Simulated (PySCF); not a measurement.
## Whose spectrum? (rocksalt chalcogenide)

All values: TDA PBE0/def2-SVP, gas phase, PySCF SCF with an in-house response code, fitting set def2-universal-JFIT up to Ne and JKFIT beyond, grid level 1 (kernel 0), vertical, one conformer each, geometries GFN2-xTB; core orbitals frozen in the response, virtual orbitals above 1.5 Eh left out. The lowest 6 singlets were sought, and the brightest is taken among them. The runs took 2 to 30 CPU minutes each on shared server CPUs.

One system has its HOMO at -5.60 eV, its LUMO at -1.19 eV and these singlet states:

```tsv
state	eV	f
S1	3.69	0.086
S2	3.69	0.000
S3	3.70	0.098
S4	3.72	0.020
S5	3.94	0.011
S6	3.94	0.003
```

(1) Which is it?
A. 2x3x5 CaS rock-salt block (Ca15S15)
B. 1x4x4 CaS rock-salt block (Ca8S8)
C. 3x3x3 CaS rock-salt block ([Ca14S13]2+)
D. 2x2x5 CaS rock-salt block (Ca10S10)

(2) How do the candidates compare?

Answers

(1) A.

(2) 
```json
{"system": "1x4x4 CaS rock-salt block", "HOMO / eV": "-4.51", "LUMO / eV": "-2.06", "S1 / eV": "2.02", "f(S1)": "0.000", "brightest state sought / eV": "2.15"}
{"system": "2x2x5 CaS rock-salt block", "HOMO / eV": "-5.84", "LUMO / eV": "-1.13", "S1 / eV": "3.86", "f(S1)": "0.004", "brightest state sought / eV": "3.99"}
{"system": "2x3x5 CaS rock-salt block", "HOMO / eV": "-5.60", "LUMO / eV": "-1.19", "S1 / eV": "3.69", "f(S1)": "0.086", "brightest state sought / eV": "3.70"}
{"system": "3x3x3 CaS rock-salt block", "HOMO / eV": "-9.84", "LUMO / eV": "-5.42", "S1 / eV": "3.79", "f(S1)": "0.082", "brightest state sought / eV": "3.79"}
```
